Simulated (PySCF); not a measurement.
**H₃SeN, singlet: computed properties**

These are results of PBE0/[Se def2-TZVP, N def2-TZVP, H def2-TZVP], no relativity, density fitting, PySCF, not measurements.

The structure is a minimum.

```xyz
5
charge 0 multiplicity 1, angstrom
Se    0.0000    0.1690    0.1196
N     0.0000   -1.1516   -0.8148
H     1.1050    0.4981    1.1339
H    -1.1050    0.4981    1.1339
H     0.0000    1.6035   -0.4285
```

```
Point group                                                                   : C3v
Bond lengths                                                                  : Se–H 1.536 Å (×3), Se–N 1.618 Å
Bond angles                                                                   : H–Se–H 92.0° (×3), H–Se–N 123.8° (×3)
Rotational symmetry number                                                    : 3
Highest occupied level                                                        : -6.65 eV
Heat capacity Cp at 298.15 K                                                  : 47.7 J/(mol K)
Dipole moment                                                                 : 4.75 D
Atomisation energy without zero-point energy                                  : 789 kJ/mol
Lowest empty level                                                            : -1.39 eV
Enthalpy at 298.15 K above 0 K                                                : 11.10 kJ/mol
Entropy at 298.15 K and 1 bar                                                 : 247.1 J/(mol K)
Principal quadrupole moments (Buckingham, traceless) about the centre of mass : -5.62, 2.81, 2.81 D Å
Zero-point energy                                                             : 67.7 kJ/mol
Principal polarisabilities                                                    : 33.7, 33.7, 54.3 bohr³
Rotational constants                                                          : 3.425, 0.4536, 0.4536 cm⁻¹
```

Harmonic modes (masses in u: Se 79.917, N 14.003, H 1.008):
| symmetry | ω (cm⁻¹) | IR (km/mol, summed over degenerate members) | type |
| --- | --- | --- | --- |
| e | 596 | 2.0 | bend |
| a1 | 1014 | 2.5 | mixed |
| e | 1024 | 57.8 | bend |
| a1 | 1123 | 86.1 | bend |
| e | 1932 | 538 | stretch |
| a1 | 2077 | 241 | stretch |

In C3v the vibrations span 3e + 3a1.

Charges (e):
```csv
atom,Mulliken,Löwdin,polar tensor,Mayer order to Se1
Se1,0.35,0.50,1.15,–
N2,-0.56,-0.57,-0.52,2.23
"H3,4,5",0.07,0.02,-0.21,0.75
```

Mulliken populations on Se1: s 7.64, p 15.36, d 10.62, f 0.03.

Counting electrons, selenium keeps none of its valence electrons outside its bonds, so the VSEPR class is AX4 and the expected shape is tetrahedral; with unlike ligands the computed point group is C3v.

Other isomers or separated fragments may lie lower.

The final relaxation and frequency run took 27 s on 2 threads of a shared Arm Neoverse V1 host, with 97 basis functions and 11 gradients; the process peaked at 1.3 GiB.
